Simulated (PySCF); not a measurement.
Below is a simulated gas-phase S 2p photoelectron spectrum of (ClAlS)3 ring (Al3Cl3S3).

Every computed line was given a Gaussian of 0.6 eV full width at half maximum and an area set by the number of equivalent atoms (split 2:1 within a doublet); the highest printed point is 100. Computed with delta-SCF UKS SCAN, pcX-2 on the ionised atom, pcseg-1 elsewhere, spin-free X2C in PySCF 2.14.0.

binding energy (eV), intensity and a bar:
```
    168.4          1 
    168.5          2 #
    168.6          5 ##
    168.7         13 ####
    168.8         26 ########
    168.9         46 ##############
    169.0         70 #####################
    169.1         90 ###########################
    169.2        100 ##############################
    169.3         95 #############################
    169.4         78 #######################
    169.5         54 ################
    169.6         33 ##########
    169.7         17 #####
    169.8          9 ###
    169.9          8 ##
    170.0         12 ####
    170.1         20 ######
    170.2         32 #########
    170.3         43 #############
    170.4         49 ###############
    170.5         49 ###############
    170.6         42 ############
    170.7         30 #########
    170.8         19 ######
    170.9         10 ###
    171.0          5 #
    171.1          2 
    171.2          1 
    171.3          0
```

Question: How many maxima does the curve show, and how many computed lines lie under it?

Answer: The curve has 2 maxima (at 169.2 and 170.4 eV). Under it lie 2 lines from 1 inequivalent sulfur site, drawn as a 2p3/2, 2p1/2 pair.

Question: Decompose the envelope and assign each component. Bonds: Al1–Cl2, Al1–S3, Al1–S9, S3–Al4, Al4–Cl5, Al4–S6, S6–Al7, Al7–Cl8, Al7–S9.

Answer: 
```json
{"position (eV)": "169.22", "relative area": "2.00", "line": "S 2p3/2", "atoms": "S3/S6/S9", "environment": "sulfur bonded to 2 Al"}
{"position (eV)": "170.44", "relative area": "1.00", "line": "S 2p1/2", "atoms": "S3/S6/S9", "environment": "sulfur bonded to 2 Al"}
```

The curve has no shake-up lines and no vibrational structure. Atoms equivalent by their bonding share one computed value, that of the first of them. For 2p shells one spin-free hole was relaxed; a mean-field spin–orbit operator and the ground-state splitting of the three 2p orbitals were then diagonalised within the shell. The shell's mean is (2 × 2p3/2 + 2p1/2)/3, and the degeneracies 2j + 1 give areas of 2:1. 2p1/2 minus 2p3/2 (ligand field included): S 1.23 eV. One conformer (not necessarily the lowest) at the PBE0-D3(BJ)/def2-SVP geometry, without solvent, vibrations or thermal averaging.
